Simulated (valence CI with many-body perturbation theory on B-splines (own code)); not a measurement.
Level structure of Rb XXIII

Computed by valence CI with perturbative core correlation (CI+MBPT): five valence electrons over a frozen Dirac-Fock core [Ne], a basis of 11 s, 11 p, 10 d, 8 f, 5 g, 2 h functions for each j, with the one-electron correlation potential Σ1, the two-electron term Σ2, the three-electron term Σ3, Breit, model QED; selected CI, second order for the rest, scaled by the run's own slope (own B-spline code, finite nucleus).

No measured spectrum was set against this ion. As an estimate, levels of excited configurations hold to 0.05 to 0.15 % of their energy, terms of the ground configuration to about 0.5 %. Among the levels kept, up to 3400 cm⁻¹ of a level comes from second order outside the variational space, and about a tenth of that is noise between levels of different J, which matters for small intervals.

Levels 1 to 45 of 170, with energies above the lowest level, 3s2 3p3 4S°_3/2. "Leading %" is the weight of the configuration and term that name the level; weights of strongly mixed levels are sums over their largest components and can fall short. Lifetimes count E1, E2, E3, M1 and M2 decay at the calculated energies, and are blank where another channel may lead or the interval is too uncertain; long ones can be off by a factor of two.

```
No.  Configuration  Term    J  E (eV)  Leading %    Second component  Lifetime      g
  1        3s2 3p3   4S°  3/2    0.00         63    24 % 3s2 3p3 2P°            1.706
  2        3s2 3p3   2D°  3/2   10.79         61    26 % 3s2 3p3 4S°   85.9 μs  1.180
  3        3s2 3p3   2D°  5/2   14.71         98                        461 μs  1.198
  4        3s2 3p3   2P°  1/2   20.66         97                       46.6 μs  0.663
  5        3s2 3p3   2P°  3/2   29.96         63    26 % 3s2 3p3 2D°   18.5 μs  1.244
  6         3s 3p4    4P  5/2   67.49         81   8 % 3s2 3p2 3d 4P    206 ps  1.561
  7         3s 3p4    4P  3/2   74.62         73   9 % 3s2 3p2 3d 4P    129 ps  1.611
  8         3s 3p4    4P  1/2   76.25         74      14 % 3s 3p4 2S    116 ps  2.561
  9         3s 3p4    2D  3/2   83.99         46      13 % 3s 3p4 4P   98.8 ps  0.999
 10         3s 3p4    2D  5/2   87.74         67  20 % 3s2 3p2 3d 2D    116 ps  1.231
 11     3s2 3p2 3d    4F  3/2   92.76         44      17 % 3s 3p4 2D    137 ps  0.747
 12     3s2 3p2 3d    2P  3/2   95.17         35  29 % 3s2 3p2 3d 4F   72.8 ps  1.016
 13         3s 3p4    2P  1/2   95.59         27      25 % 3s 3p4 2S   37.5 ps  1.157
 14     3s2 3p2 3d    4F  5/2   96.33         56  25 % 3s2 3p2 3d 4D    187 ps  1.131
 15     3s2 3p2 3d    2F  5/2  100.62         66  22 % 3s2 3p2 3d 4F    853 ps  0.941
 16     3s2 3p2 3d    4F  7/2  102.19         83   8 % 3s2 3p2 3d 4D   3.93 ns  1.231
 17     3s2 3p2 3d    4D  1/2  102.76         69      16 % 3s 3p4 2S   91.8 ps  0.536
 18     3s2 3p2 3d    2F  7/2  103.74         51  41 % 3s2 3p2 3d 4D   7.59 ns  1.244
 19     3s2 3p2 3d    4D  3/2  104.81         71  11 % 3s2 3p2 3d 4F   61.1 ps  1.119
 20     3s2 3p2 3d    4F  9/2  106.31         75  23 % 3s2 3p2 3d 2G            1.280
 21     3s2 3p2 3d    4D  5/2  107.85         49  24 % 3s2 3p2 3d 2F   72.0 ps  1.205
 22     3s2 3p2 3d    2P  1/2  108.80         27      26 % 3s 3p4 2S   49.9 ps  1.076
 23     3s2 3p2 3d    2G  7/2  114.11         47  27 % 3s2 3p2 3d 4D    196 ps  1.109
 24         3s 3p4    2P  3/2  115.27         42  27 % 3s2 3p2 3d 2P   6.15 ps  1.203
 25     3s2 3p2 3d    4P  5/2  116.59         65   9 % 3s2 3p2 3d 4D   6.19 ps  1.501
 26     3s2 3p2 3d    2F  7/2  117.99         41  34 % 3s2 3p2 3d 2G    313 ps  1.117
 27     3s2 3p2 3d    4P  3/2  118.36         53  24 % 3s2 3p2 3d 2P   6.47 ps  1.523
 28     3s2 3p2 3d    4P  1/2  119.12         55  15 % 3s2 3p2 3d 2S   5.73 ps  2.196
 29     3s2 3p2 3d    2G  9/2  120.89         75  23 % 3s2 3p2 3d 4F   47.5 μs  1.161
 30     3s2 3p2 3d    2D  3/2  121.68         69  13 % 3s2 3p2 3d 4P   19.5 ps  0.968
 31     3s2 3p2 3d    2D  5/2  125.57         68  23 % 3s2 3p2 3d 2F   6.33 ps  1.120
 32     3s2 3p2 3d    2P  1/2  125.70         36      35 % 3s 3p4 2P   5.55 ps  1.063
 33     3s2 3p2 3d    2P  1/2  129.32         74  14 % 3s2 3p2 3d 2S   8.18 ps  0.919
 34     3s2 3p2 3d    2D  3/2  129.48         57      14 % 3s 3p4 2D   5.51 ps  0.975
 35     3s2 3p2 3d    2D  5/2  130.06         39  39 % 3s2 3p2 3d 2F   5.74 ps  1.106
 36     3s2 3p2 3d    2D  5/2  132.87         85   6 % 3s2 3p2 3d 4D   35.1 ps  1.196
 37     3s2 3p2 3d    2F  7/2  134.47         91   5 % 3s2 3p2 3d 2G   5.19 ps  1.130
 38     3s2 3p2 3d    2P  3/2  136.83         66  14 % 3s2 3p2 3d 2D   6.88 ps  1.225
 39     3s2 3p2 3d    2S  1/2  138.40         49      14 % 3s 3p4 2S   6.07 ps  1.815
 40     3s2 3p2 3d    2D  3/2  142.35         86   5 % 3s2 3p2 3d 2P   6.32 ps  0.857
 41     3s2 3p2 3d    2D  5/2  143.24         60  31 % 3s2 3p2 3d 2F   5.78 ps  1.102
 42      3s 3p3 3d   6D°  1/2  150.30         91   7 % 3s 3p3 3d 4P°   1.15 ns  3.247
 43      3s 3p3 3d   6D°  3/2  150.49         88   4 % 3s 3p3 3d 4P°    796 ps  1.807
 44      3s 3p3 3d   6D°  5/2  150.69         85   5 % 3s 3p3 3d 4D°    951 ps  1.601
 45      3s 3p3 3d   6D°  7/2  151.12         83   7 % 3s 3p3 3d 4D°   1.69 ns  1.543
```

Names give the largest LS component (configuration and term), which can be under half, so a name can repeat, a term be missing and a line seem to break the LS rules; names also repeat where a configuration has a term twice.

The ionisation energy to 3s2 3p2 3P_0 of the next ion comes out as 1014.7 eV (NIST: 1024 ± 4 eV (semi-empirical), further off than twice its uncertainty). All 170 levels together are meant to be complete up to 250.53 eV.
